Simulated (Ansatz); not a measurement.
Ansatz (a program for electronic structure) input for CaH₂O₂, SMILES [OH][Ca][OH], PBE-D3(BJ)/def2-TZVP. 

Ansatz 0.2 input:
```yaml
crystal:
  periodic: [false, false, false]
  atoms:
    - {symbol: Ca, position_ang: [0.00000000, 0.00000000, 0.01974653]}
    - {symbol: O, position_ang: [-0.00000000, 2.03839834, -0.01899677]}
    - {symbol: O, position_ang: [0.00000000, -2.03839835, -0.01899677]}
    - {symbol: H, position_ang: [0.00000001, 2.99313312, -0.04549114]}
    - {symbol: H, position_ang: [-0.00000000, -2.99313312, -0.04549114]}
basis:
  gaussian:
    orbitals: def2-TZVP
hamiltonian:
  xc: pbe
  dispersion: d3bj
relax: {f_tol: 0.002, max_steps: 200}
```

Output:

```
[...]
the calculation of the forces begins
reference -22559.09333668 eV, -829.0313890202 hartree; 19, 19 occupied and 91, 91 virtual orbitals, 757 factors
relax step   5: F+E_penalty+E_count = -22559.14324876 eV  Δ(F+E_penalty+E_count) = -3.584e-6 eV  max|allowed force component| = 2.019e-3 eV/Å  Δτ_max = 0.0012 Å  (21 SCF iters, accepted)
these checks for a lower state are left out or cut short: starts, cluster_reference, orbital_swaps, neighbouring_geometries, increment
integrals: 0.03 GiB planned
757 factors; their error is unknown
mean field: 0.24 GiB planned
mean field -22559.09333448 eV, -829.0313889395 hartree, gradient 9.9e-6 eV, S^2 0.000000; 0 other end points of the search recorded, 0 dependent functions left out
the calculation of the forces begins
reference -22559.09339541 eV, -829.0313911785 hartree; 19, 19 occupied and 91, 91 virtual orbitals, 757 factors
relax step   6: F+E_penalty+E_count = -22559.14330741 eV  Δ(F+E_penalty+E_count) = -5.865e-5 eV  max|allowed force component| = 5.647e-2 eV/Å  Δτ_max = 0.0322 Å  (28 SCF iters, accepted)
these checks for a lower state are left out or cut short: starts, cluster_reference, orbital_swaps, neighbouring_geometries, increment
integrals: 0.03 GiB planned
757 factors; their error is unknown
mean field: 0.24 GiB planned
mean field evaluation 64: about -22559.0934 eV, gradient 9.9e-6 eV
mean field -22559.09339979 eV, -829.0313913394 hartree, gradient 9.9e-6 eV, S^2 0.000000; 0 other end points of the search recorded, 0 dependent functions left out
the calculation of the forces begins
reference -22559.09346070 eV, -829.0313935780 hartree; 19, 19 occupied and 91, 91 virtual orbitals, 757 factors
relax step   7: F+E_penalty+E_count = -22559.14337526 eV  Δ(F+E_penalty+E_count) = -6.786e-5 eV  max|allowed force component| = 6.239e-2 eV/Å  Δτ_max = 0.0170 Å  (30 SCF iters, accepted)
these checks for a lower state are left out or cut short: starts, cluster_reference, orbital_swaps, neighbouring_geometries, increment
integrals: 0.03 GiB planned
757 factors; their error is unknown
mean field: 0.24 GiB planned
mean field -22559.08799151 eV, -829.0311925889 hartree, gradient 1.0e-5 eV, S^2 0.000000; 0 other end points of the search recorded, 0 dependent functions left out
the calculation of the forces begins
reference -22559.08805245 eV, -829.0311948283 hartree; 19, 19 occupied and 91, 91 virtual orbitals, 757 factors
relax step   8: F+E_penalty+E_count = -22559.13793074 eV  Δ(F+E_penalty+E_count) = +5.445e-3 eV  max|allowed force component| = 4.683e-1 eV/Å  Δτ_max = 0.1960 Å  (34 SCF iters, rejected (line search))
these checks for a lower state are left out or cut short: starts, cluster_reference, orbital_swaps, neighbouring_geometries, increment
integrals: 0.03 GiB planned
757 factors; their error is unknown
mean field: 0.24 GiB planned
mean field -22559.09357333 eV, -829.0313977172 hartree, gradient 1.0e-5 eV, S^2 0.000000; 0 other end points of the search recorded, 0 dependent functions left out
the calculation of the forces begins
reference -22559.09363425 eV, -829.0313999558 hartree; 19, 19 occupied and 91, 91 virtual orbitals, 757 factors
relax step   9: F+E_penalty+E_count = -22559.14356509 eV  Δ(F+E_penalty+E_count) = -1.898e-4 eV  max|allowed force component| = 6.778e-3 eV/Å  Δτ_max = 0.0211 Å  (30 SCF iters, accepted)
these checks for a lower state are left out or cut short: starts, cluster_reference, orbital_swaps, neighbouring_geometries, increment
integrals: 0.03 GiB planned
757 factors; their error is unknown
mean field: 0.24 GiB planned
mean field -22559.09402627 eV, -829.0314143624 hartree, gradient 7.4e-6 eV, S^2 0.000000; 0 other end points of the search recorded, 0 dependent functions left out
the calculation of the forces begins
reference -22559.09408718 eV, -829.0314166008 hartree; 19, 19 occupied and 91, 91 virtual orbitals, 757 factors
relax step  10: F+E_penalty+E_count = -22559.14404593 eV  Δ(F+E_penalty+E_count) = -4.808e-4 eV  max|allowed force component| = 1.388e-2 eV/Å  Δτ_max = 0.0791 Å  (29 SCF iters, accepted)
these checks for a lower state are left out or cut short: starts, cluster_reference, orbital_swaps, neighbouring_geometries, increment
integrals: 0.03 GiB planned
757 factors; their error is unknown
mean field: 0.24 GiB planned
mean field evaluation 96: about -22559.0917 eV, gradient 3.1e-3 eV
mean field -22559.09174146 eV, -829.0313303970 hartree, gradient 3.7e-6 eV, S^2 0.000000; 0 other end points of the search recorded, 0 dependent functions left out
the calculation of the forces begins
reference -22559.09180260 eV, -829.0313326438 hartree; 19, 19 occupied and 91, 91 virtual orbitals, 757 factors
relax step  11: F+E_penalty+E_count = -22559.14177922 eV  Δ(F+E_penalty+E_count) = +2.267e-3 eV  max|allowed force component| = 2.555e-1 eV/Å  Δτ_max = 0.1495 Å  (27 SCF iters, rejected (line search))
these checks for a lower state are left out or cut short: starts, cluster_reference, orbital_swaps, neighbouring_geometries, increment
integrals: 0.03 GiB planned
757 factors; their error is unknown
mean field: 0.24 GiB planned
mean field -22559.09398507 eV, -829.0314128482 hartree, gradient 1.0e-5 eV, S^2 0.000000; 0 other end points of the search recorded, 0 dependent functions left out
the calculation of the forces begins
reference -22559.09404605 eV, -829.0314150892 hartree; 19, 19 occupied and 91, 91 virtual orbitals, 757 factors
relax step  12: F+E_penalty+E_count = -22559.14405863 eV  Δ(F+E_penalty+E_count) = -1.270e-5 eV  max|allowed force component| = 1.059e-1 eV/Å  Δτ_max = 0.0408 Å  (29 SCF iters, accepted)
these checks for a lower state are left out or cut short: starts, cluster_reference, orbital_swaps, neighbouring_geometries, increment
integrals: 0.03 GiB planned
757 factors; their error is unknown
mean field: 0.24 GiB planned
mean field -22559.09427376 eV, -829.0314234573 hartree, gradient 1.0e-5 eV, S^2 0.000000; 0 other end points of the search recorded, 0 dependent functions left out
the calculation of the forces begins
reference -22559.09433476 eV, -829.0314256989 hartree; 19, 19 occupied and 91, 91 virtual orbitals, 757 factors
relax step  13: F+E_penalty+E_count = -22559.14434923 eV  Δ(F+E_penalty+E_count) = -2.906e-4 eV  max|allowed force component| = 4.788e-2 eV/Å  Δτ_max = 0.0179 Å  (29 SCF iters, accepted)
these checks for a lower state are left out or cut short: starts, cluster_reference, orbital_swaps, neighbouring_geometries, increment
integrals: 0.03 GiB planned
757 factors; their error is unknown
mean field: 0.24 GiB planned
mean field -22559.09314155 eV, -829.0313818494 hartree, gradient 1.3e-5 eV, S^2 0.000000; 0 other end points of the search recorded, 0 dependent functions left out
the calculation of the forces begins
reference -22559.09320282 eV, -829.0313841012 hartree; 19, 19 occupied and 91, 91 virtual orbitals, 757 factors
relax step  14: F+E_penalty+E_count = -22559.14325711 eV  Δ(F+E_penalty+E_count) = +1.092e-3 eV  max|allowed force component| = 2.030e-1 eV/Å  Δτ_max = 0.1114 Å  (28 SCF iters, rejected (line search))
these checks for a lower state are left out or cut short: starts, cluster_reference, orbital_swaps, neighbouring_geometries, increment
integrals: 0.03 GiB planned
757 factors; their error is unknown
mean field: 0.24 GiB planned
mean field evaluation 128: about -22559.0944 eV, gradient 3.1e-3 eV
mean field -22559.09440538 eV, -829.0314282942 hartree, gradient 1.0e-5 eV, S^2 0.000000; 0 other end points of the search recorded, 0 dependent functions left out
the calculation of the forces begins
reference -22559.09446642 eV, -829.0314305375 hartree; 19, 19 occupied and 91, 91 virtual orbitals, 757 factors
relax step  15: F+E_penalty+E_count = -22559.14449030 eV  Δ(F+E_penalty+E_count) = -1.411e-4 eV  max|allowed force component| = 1.581e-3 eV/Å  Δτ_max = 0.0245 Å  (29 SCF iters, accepted)
these checks for a lower state are left out or cut short: starts, cluster_reference, orbital_swaps, neighbouring_geometries, increment
integrals: 0.03 GiB planned
757 factors; their error is unknown
mean field: 0.24 GiB planned
mean field -22559.09432754 eV, -829.0314254336 hartree, gradient 9.9e-6 eV, S^2 0.000000; 0 other end points of the search recorded, 0 dependent functions left out
the calculation of the forces begins
reference -22559.09438873 eV, -829.0314276824 hartree; 19, 19 occupied and 91, 91 virtual orbitals, 757 factors
relax step  16: F+E_penalty+E_count = -22559.14445364 eV  Δ(F+E_penalty+E_count) = +3.666e-5 eV  max|allowed force component| = 3.133e-2 eV/Å  Δτ_max = 0.0549 Å  (27 SCF iters, rejected (line search))
these checks for a lower state are left out or cut short: starts, cluster_reference, orbital_swaps, neighbouring_geometries, increment
integrals: 0.03 GiB planned
757 factors; their error is unknown
mean field: 0.24 GiB planned
mean field -22559.09442034 eV, -829.0314288440 hartree, gradient 1.0e-5 eV, S^2 0.000000; 0 other end points of the search recorded, 0 dependent functions left out
the calculation of the forces begins
reference -22559.09448143 eV, -829.0314310892 hartree; 19, 19 occupied and 91, 91 virtual orbitals, 757 factors
relax step  17: F+E_penalty+E_count = -22559.14452294 eV  Δ(F+E_penalty+E_count) = -3.264e-5 eV  max|allowed force component| = 5.360e-3 eV/Å  Δτ_max = 0.0211 Å  (29 SCF iters, accepted)
these checks for a lower state are left out or cut short: starts, cluster_reference, orbital_swaps, neighbouring_geometries, increment
integrals: 0.03 GiB planned
757 factors; their error is unknown
mean field: 0.24 GiB planned
mean field -22559.09441677 eV, -829.0314287127 hartree, gradient 1.0e-5 eV, S^2 0.000000; 0 other end points of the search recorded, 0 dependent functions left out
the calculation of the forces begins
reference -22559.09447788 eV, -829.0314309585 hartree; 19, 19 occupied and 91, 91 virtual orbitals, 757 factors
relax step  18: F+E_penalty+E_count = -22559.14452498 eV  Δ(F+E_penalty+E_count) = -2.043e-6 eV  max|allowed force component| = 2.621e-3 eV/Å  Δτ_max = 0.0062 Å  (29 SCF iters, accepted)
these checks for a lower state are left out or cut short: starts, cluster_reference, orbital_swaps, neighbouring_geometries, increment
integrals: 0.03 GiB planned
757 factors; their error is unknown
mean field: 0.24 GiB planned
mean field evaluation 160: about -22559.0944 eV, gradient 3.2e-5 eV
mean field -22559.09441600 eV, -829.0314286846 hartree, gradient 3.2e-5 eV, S^2 0.000000; 0 other end points of the search recorded, 0 dependent functions left out
the calculation of the forces begins
reference -22559.09447711 eV, -829.0314309304 hartree; 19, 19 occupied and 91, 91 virtual orbitals, 757 factors
relax step  19: F+E_penalty+E_count = -22559.14452516 eV  Δ(F+E_penalty+E_count) = -1.821e-7 eV  max|allowed force component| = 1.486e-3 eV/Å  Δτ_max = 0.0003 Å  (17 SCF iters, accepted)
integrals: 0.03 GiB planned
757 factors; their error is unknown
mean field: 0.24 GiB planned
mean field -22559.09441600 eV, -829.0314286846 hartree, gradient 3.2e-5 eV, S^2 0.000000; 1 other end points of the search recorded, 0 dependent functions left out
the calculation of the forces begins
reference -22559.09447711 eV, -829.0314309304 hartree; 19, 19 occupied and 91, 91 virtual orbitals, 757 factors
Total energy: -22559.14458628 eV, -829.0332724082 hartree
Atom 0 at    -0.000000     0.000000     0.293198 Å, force     0.000000     0.000000     0.000270 eV/Å
Atom 1 at    -0.000000     2.011083     0.003076 Å, force    -0.000000     0.001486    -0.000359 eV/Å
Atom 2 at    -0.000000    -2.011083     0.003076 Å, force     0.000000    -0.001486    -0.000359 eV/Å
Atom 3 at     0.000000     2.952093    -0.204290 Å, force     0.000000    -0.000795     0.000224 eV/Å
Atom 4 at     0.000000    -2.952093    -0.204290 Å, force    -0.000000     0.000795     0.000224 eV/Å
Dipole moment:     0.000000    -0.000000     0.247353 e Å
```

The calculation finished and met its thresholds.

Cost: roughly 29 core-seconds.
